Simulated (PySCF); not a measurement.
# Relative stability

The two ends of one reaction step of CH5GaO, closed shell (PBE0-D4/def2-TZVP).

A:

```
8
angstrom
Ga 0.9160 -0.3648 0.4585
H -1.6165 -1.9007 -0.8858
O 1.5487 -1.8478 0.7799
H -1.0379 -2.2539 -0.5666
C 0.1686 1.3661 0.0790
H 0.8492 2.1486 0.4159
H -0.7859 1.4741 0.5949
H 0.0087 1.4678 -0.9949
```

B:

Ga1  (-0.423, -0.552, -0.200)
H2  (-1.779, -1.058, -0.804)
O3  (0.732, -1.817, 0.335)
H4  (0.420, -2.713, 0.204)
C5  (0.213, 1.276, 0.061)
H6  (1.196, 1.271, 0.533)
H7  (-0.480, 1.840, 0.690)
H8  (0.281, 1.798, -0.896)
(Å)

Program: PySCF 2.14 with density fitting (its default auxiliary sets; JK sets also for MP2 and CCSD(T)). Basis: def2-TZVPP. Cores are frozen in the correlated methods. Filled d shells of the heavier atoms are correlated. The def2 sets are not built for correlating such inner shells, so the correlated values are less sure here. B3LYP uses VWN-RPA correlation.

**Question.** Which structure is lower at CCSD(T), and by how much? (Judge from chemistry; the value comes from the calculation.)

**Answer.** Computed: B, by 198.4 kJ/mol (electronic energy, against the other). By their contacts, A is a complex of CH₃GaO ([CH3][Ga][O]) + H₂ and B is CH₅GaO ([CH3][GaH][OH]).

All methods give the same order:

| method | E(B) − E(A) (kJ/mol) |
| --- | --- |
| SPW92 | -201.1 |
| PBE-D4 | -172.4 |
| r2SCAN-D4 | -193.2 |
| PBE0-D4 | -208.6 |
| B3LYP-D4 | -190.8 |
| BHLYP-D4 | -230.2 |
| wB97M-V | -211.0 |
| HF | -265.6 |
| MP2 | -180.8 |
| CCSD | -215.8 |
| CCSD(T) | -198.4 |

The T1 diagnostic stays at or below 0.023.

Labels in which every atom is bracketed show which atoms are joined, not bond orders.

For scale, one of the runs: CCSD(T)/def2-TZVPP, 180 basis functions, launched by `OMP_NUM_THREADS=4 python run.py`. Hardware: 4 CPU threads of an Arm Neoverse V2, shared host. Wall time 5 min; peak host memory 2 GiB.
